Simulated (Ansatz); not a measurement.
CH5ClINSi (`NC[SiH](Cl)I`), relaxed with RKS PBE-D4/def2-SVP in the Gaussian-basis code of Ansatz from a rough embedded geometry. The force threshold is 0.03 eV/Å; the program also tests the step.

Total charge 0; spin multiplicity 1. I: def2 effective core potential.

Start:

```xyz
10

N    -1.160   -0.934   -0.485
C     0.163   -0.313   -0.611
Si    0.546    0.851    0.797
Cl    2.470    1.378    0.804
I    -0.847    2.869    0.723
H    -1.239   -1.609    0.198
H    -1.368   -1.448   -1.385
H     0.871   -1.115   -0.616
H     0.231    0.202   -1.554
H     0.333    0.121    2.130
```

(1) How much energy does the relaxation release, and in how many steps? (An estimate is asked.)

(2) Which bonds change most? (An estimate is asked.)

(3) Give the relaxed structure. (Best estimate.)

Answers

(1) Computed: 40.28 kJ/mol, in 6 steps.

(2) The calculation gave: Si3–Cl4 from 1.994 to 2.086 Å; N1–H6 from 0.963 to 1.026 Å; C2–H8 from 1.069 to 1.121 Å; C2–H9 from 1.076 to 1.111 Å.

(3) Computed: 
```xyz
10

N    -1.165   -0.907   -0.471
C     0.184   -0.376   -0.616
Si    0.526    0.807    0.827
Cl    2.538    1.357    0.784
I    -0.914    2.796    0.656
H    -1.192   -1.658    0.228
H    -1.508   -1.311   -1.351
H     1.023   -1.118   -0.676
H     0.254    0.239   -1.538
H     0.252    0.170    2.157
```
